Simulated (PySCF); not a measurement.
GeH5Si, SMILES [SiH3][GeH2], multiplicity 2.

Coordinates come from a PBE-D3(BJ)/def2-TZVP optimisation. The isomer is the one that the SMILES or the coordinates give; other isomers of the formula were not compared.

Two levels are set side by side: PBE/def2-TZVPD (PySCF) and M06-2X/def2-TZVPD (PySCF). Same geometry, gas phase. Differences are taken from unrounded values.

```json
[
 {"quantity": "α-spin orbital gap (eV)", "M06-2X": "7.51"},
 {"quantity": "β-spin orbital gap (eV)", "M06-2X": "6.74"},
 {"quantity": "dipole moment (D)", "M06-2X": "0.19"},
 {"quantity": "mean polarisability (bohr³)", "M06-2X": "69.1"}
]
```

Task: What does PBE give, and how far is it from M06-2X? (Estimate from the structure and the level; the computed values follow.)

Result: 
```
quantity                      PBE  PBE minus M06-2X
---------------------------  ----  ----------------
α-spin orbital gap (eV)      4.23             -3.28
β-spin orbital gap (eV)      3.53             -3.21
dipole moment (D)            0.15             -0.04
mean polarisability (bohr³)  72.2               3.1
```

PBE's more diffuse valence density responds more strongly to a field. Differences between two approximate levels are no errors against the true value.

Rough cost on one machine, each run with all the roots and properties that it gave: M06-2X against PBE about 2 times.
